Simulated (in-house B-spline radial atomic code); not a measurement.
Configurations of the technetium ion Tc³⁺, with energies counted from [Kr] 4d4. Method: scalar-relativistic (X2C) TPSS, spin-polarised, spherical fractional occupations, Fermi nucleus of rms radius 4.41117 fm. Calculated with a radial B-spline atomic code at the basis-set limit. Shells without spins written out take the highest spin.

Occupations are held fixed; configurations that lie above the ionisation limit could autoionise.

```csv
configuration,E - E(ref) (eV),highest orbital,its <r> (bohr)
[Kr] 4d3 5s1,9.0877,5s up,2.524
[Kr] 4d3 4f1,27.828,4f up,3.519
"[Ar] 3d10 4s2 4p(3 up, 2 down) 4d(4 up, 0 down) 5s(1 up, 0 down)",46.637,5s up,2.495
[Ar] 3d9 4s2 4p6 4d4 4f1,282.87,4f up,3.405
"[Ar] 3d(4 up, 5 down) 4s2 4p6 4d(1 up, 3 down) 5d(1 up, 0 down)",283.11,5d up,3.892
"[Ar] 3d(5 up, 4 down) 4s2 4p6 4d(3 up, 1 down) 4f(1 up, 0 down)",286.06,4f up,3.484
[Ar] 3d9 4s2 4p6 4d4 5f1,287.86,5f up,6.211
```

**Question.** Order these further configurations by energy, lowest first.
A. [Kr] 4d(1 up, 2 down) 5d(0 up, 1 down)
B. [Ar] 3d10 4s2 4p5 4d4 5f1
C. [Kr] 4d(2 up, 2 down)
D. [Ar] 3d9 4s2 4p6 4d4 5s1
E. [Ar] 3d10 4s2 4p5 4d5

**Answer.** C (3.487 eV), A (26.993 eV), E (36.359 eV), B (70.665 eV), D (263.54 eV).

**Question.** How far above the reference does [Kr] 4d3 5d1 lie?

**Answer.** 25.015 eV; its least bound orbital is 5d up with <r> = 3.933 bohr.

**Question.** How far above the reference does [Kr] 4d(1 up, 3 down) lie?

**Answer.** 2.6128 eV; its least bound orbital is 4d up with <r> = 1.522 bohr.

**Question.** How far above the reference does [Ar] 3d9 4s2 4p6 4d4 5d1 lie?

**Answer.** 279.89 eV; its least bound orbital is 5d up with <r> = 3.834 bohr.
